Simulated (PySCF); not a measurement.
C₃H₇BFN.
SMILES with atom numbers: `[BH3-:1][N+:2]#[C:3][CH2:4][CH2:5][F:6]` (hydrogens: H7, H8, H9 on B1; H10, H11 on C4; H12, H13 on C5)

Torsions of this conformer, `[BH3-:1][N+:2]#[C:3][CH2:4][CH2:5][F:6]`: C3–C4–C5–F6 180°.

The closed-shell ground state was solved at several levels (PySCF, density fitting, gas phase, non-relativistic). One conformer (not necessarily the lowest) at the PBE0-D3(BJ)/def2-SVP geometry, without solvent, vibrations or thermal averaging.

```tsv
level	basis functions	total energy (Eh)	HOMO (eV)	LUMO (eV)	gap (eV)	dipole (D)
PBE0/pcSseg-2	314	-297.7120	-7.81	-0.87	6.94	5.51
PBE0/pcSseg-1	137	-297.5635	-7.83	-0.85	6.98	5.48
PBE0/def2-SVPD	179	-297.3927	-7.81	-0.87	6.94	5.42
```

**Question.** What might B3LYP/pcJ-1 (232 basis functions) give for the same quantities?

**Answer.** Total energy -297.9577 Eh, HOMO -7.66 eV, LUMO -1.11 eV, gap 6.55 eV, dipole 5.51 D.

**Question.** Over all these levels, which gives the widest orbital gap and which the narrowest?

**Answer.** PBE0/pcSseg-1 (global hybrid, 25 % exact exchange) has the widest, 6.98 eV, and B3LYP/pcJ-1 (global hybrid, 20 % exact exchange) the narrowest, 6.55 eV. Functional and basis both differ between the two, so the spread mixes both effects.

**Question.** How much does the basis alone move the frontier levels among the 3 PBE0 rows?

**Answer.** The HOMO by 0.02 eV and the LUMO by 0.02 eV. By rising basis size (HOMO, LUMO in eV): pcSseg-1 -7.83, -0.85; def2-SVPD -7.81, -0.87; pcSseg-2 -7.81, -0.87.

**Question.** How far do the dipole and the HOMO energy spread over the levels?

**Answer.** The dipole runs from 5.42 to 5.51 D (mean 5.48 D) and the HOMO from -7.83 to -7.66 eV.
